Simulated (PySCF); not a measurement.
A ladder for the ionisation energy of Ir

Ir [Xe] 4f14 5d7 6s2 (4F) → Ir⁺ [Xe] 4f14 5d7 6s1 (5F). Scalar values calculated with PySCF 2.14 in x2c-TZVPPall (spin-free X2C; valence: [Xe] 4f14 frozen; valence and next inner shell: [Kr] 4d10 4f14 frozen). The spin-orbit shift comes from two-component X2C-1e calculations (generalised Hartree-Fock, GHF, and MP2 on its spinors, GMP2) in x2c-TZVPPall-2c: GMP2 gives 8.814 eV without and 8.836 eV with screened spin-orbit coupling, a shift of 0.022 eV (GHF: 0.000 eV). Sums use unrounded values; where a UHF row is shifted, it takes the GHF shift.

| method | scalar (eV) | plus spin-orbit shift (eV) | error (eV) |
| --- | --- | --- | --- |
| UHF | 7.062 | 7.061 | -1.906 |
| MP2 (valence) | 8.610 | 8.632 | -0.335 |
| SCS-MP2 (valence) | 8.755 | 8.778 | -0.189 |
| CCSD (valence) | 8.570 | 8.592 | -0.375 |
| CCSD(T) (valence) | 8.692 | 8.714 | -0.253 |
| MP2 (valence and next inner shell) | 8.810 | 8.832 | -0.135 |
| SCS-MP2 (valence and next inner shell) | 8.851 | 8.873 | -0.094 |
| CCSD (valence and next inner shell) | 8.636 | 8.658 | -0.309 |
| CCSD(T) (valence and next inner shell) | 8.792 | 8.814 | -0.153 |
| LDA | 9.439 | 9.461 | 0.494 |
| PBE | 9.029 | 9.051 | 0.084 |
| PBE0 | 8.728 | 8.750 | -0.217 |
| r2SCAN | 8.793 | 8.815 | -0.152 |
| CAM-B3LYP | 8.982 | 9.004 | 0.037 |
| M06 | 9.441 | 9.463 | 0.496 |
| M06-L | 8.782 | 8.804 | -0.163 |

Reference: 8.967 eV (measured; NIST Atomic Spectra Database, ionization energies).

The errors of the correlated levels include the incompleteness of the basis and the frozen core, so a lower level can come closer by cancellation.
